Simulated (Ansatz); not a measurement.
Relaxation of FGeH$_{5}$O$_{2}$S (10 atoms, charge 0, multiplicity 1), to a largest force component of 0.03 eV/Å in at most 50 steps.

Level of theory: RKS PBE0/def2-SVP (Ansatz 0.2.0).

```xyz
10
Properties=species:S:1:pos:R:3:forces:R:3
Ge 0.456 0.330 -0.290 0.23 -0.07 -0.16
F -1.189 0.232 2.083 -0.36 -0.17 0.11
O 1.504 0.035 -1.680 -0.04 0.05 0.00
H 1.761 -0.894 -1.706 0.02 -0.04 0.00
H -0.844 1.004 -0.726 -0.01 0.03 -0.01
O 0.321 -1.290 0.404 -0.01 0.01 0.00
H -0.298 -1.284 1.146 0.02 0.03 -0.02
S 1.493 1.750 1.112 -0.21 -0.07 0.12
H 2.522 0.908 1.359 -0.03 -0.02 -0.02
H -0.511 0.762 2.426 0.40 0.26 -0.02
```

Task: Where does it end, and by what steps?

Result: The run converged. After 12 steps the energy has fallen by 0.128 eV; F2 moved furthest, 0.60 Å.

| step | energy less start (eV) | largest force component (eV/Å) | accepted |
| --- | --- | --- | --- |
| 0 | 0.0000 | 0.404 | yes |
| 1 | -0.0024 | 1.890 | yes |
| 2 | -0.0713 | 0.740 | yes |
| 3 | -0.0930 | 0.789 | yes |
| 4 | -0.1089 | 0.183 | yes |
| 5 | -0.1155 | 0.103 | yes |
| 6 | -0.1220 | 0.267 | yes |
| 7 | -0.1202 | 0.242 | no |
| 8 | -0.1261 | 0.044 | yes |
| 9 | -0.1269 | 0.144 | yes |
| 10 | -0.1274 | 0.061 | yes |
| 11 | -0.1276 | 0.046 | yes |
| 12 | -0.1282 | 0.018 | yes |

```xyz
10
Properties=species:S:1:pos:R:3
Ge 0.386 0.325 -0.459
F -0.873 0.059 2.560
O 1.557 -0.032 -1.722
H 1.988 -0.881 -1.566
H -0.802 1.074 -1.060
O 0.054 -1.222 0.307
H -0.379 -1.092 1.169
S 1.242 1.723 1.104
H 2.259 0.891 1.425
H -0.216 0.711 2.370
```

Whether the end is a true minimum wasn't checked by a vibrational analysis.

Run time: 31 s on 4 threads of Arm Neoverse V1, with other jobs on the host, peak memory 0.3 GiB.
